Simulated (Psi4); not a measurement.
A dimer, C4H12Ge ··· CH4O (SMILES C[C](C)(C)[GeH3] and CO); the first 17 atoms form monomer A.

```
23

Ge     0.7560     1.6839     0.1874
C     -0.0570    -0.1271    -0.0141
C     -0.2678    -0.7336     1.3805
C      0.8946    -1.0092    -0.8349
C     -1.4038     0.0121    -0.7382
H      2.1100     1.5812     0.9269
H      0.9951     2.3187    -1.2021
H     -0.1854     2.6037     0.9989
H     -0.7190    -1.7392     1.2967
H      0.6824    -0.8433     1.9280
H     -0.9440    -0.1194     1.9971
H      1.8741    -1.1244    -0.3429
H      1.0689    -0.5977    -1.8424
H      0.4669    -2.0207    -0.9603
H     -1.2861     0.4503    -1.7426
H     -2.1092     0.6440    -0.1744
H     -1.8757    -0.9795    -0.8635
C      2.4700     7.4817     0.6530
O      2.9364     6.1439     0.7597
H      3.2098     8.2074     1.0087
H      1.5850     7.5575     1.2832
H      2.1858     7.7401    -0.3731
H      3.7213     6.0461     0.2119
```

Question: What interaction energy does SAPT0/jun-cc-pVDZ, frozen core (Psi4) give, and which attractive term is the largest?

Answer: Total -0.09 kcal/mol: electrostatics 0.07, exchange 0.01, induction -0.03, dispersion -0.13. The most attractive term is dispersion.
